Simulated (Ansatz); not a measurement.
Al3FH5NO (`[NH2][AlH][AlH][O][AlH][F]`). Charge 0, multiplicity 1. The geometry is a stationary point of PBE0-D4/def2-TZVP. It is one conformer, not always the lowest.

```xyz
11

N     1.380    0.572    1.431
Al    1.745    0.989   -0.250
Al   -0.078    0.211   -1.919
O    -1.382   -0.603   -1.177
Al   -2.152   -1.207    0.176
F    -1.422   -0.991    1.648
H     0.550    0.079    1.730
H     1.963    0.788    2.224
H     3.108    1.769   -0.512
H    -0.190    0.358   -3.501
H    -3.521   -1.965    0.150
```

Problem. What is the dipole moment at r2SCAN/def2-TZVPP? (An estimate is asked.)

Solution. Computed: 0.66 D, with components (-0.48, -0.31, 0.33) D in this frame, pointing from negative to positive charge.

Problem. And with PBE, B3LYP, ωB97M-V? (Estimate.)

Solution. The calculation gave: PBE 0.69 D, B3LYP 0.57 D, ωB97M-V 0.55 D.

Problem. Give the Mulliken charges with r2SCAN, ωB97M-V, B3LYP in def2-TZVPP. (An estimate is asked.)

Solution. The calculation gave: 
```csv
atom,r2SCAN,ωB97M-V,B3LYP
N1,-0.46,-0.39,-0.40
Al2,0.31,0.26,0.27
Al3,0.35,0.28,0.30
O4,-0.39,-0.33,-0.33
Al5,0.67,0.59,0.63
F6,-0.37,-0.36,-0.37
H7,0.16,0.14,0.15
H8,0.15,0.11,0.12
H9,-0.16,-0.11,-0.14
H10,-0.15,-0.10,-0.13
H11,-0.12,-0.08,-0.11
```

B3LYP here is the variant with VWN-RPA as its local correlation; programs differ in this.
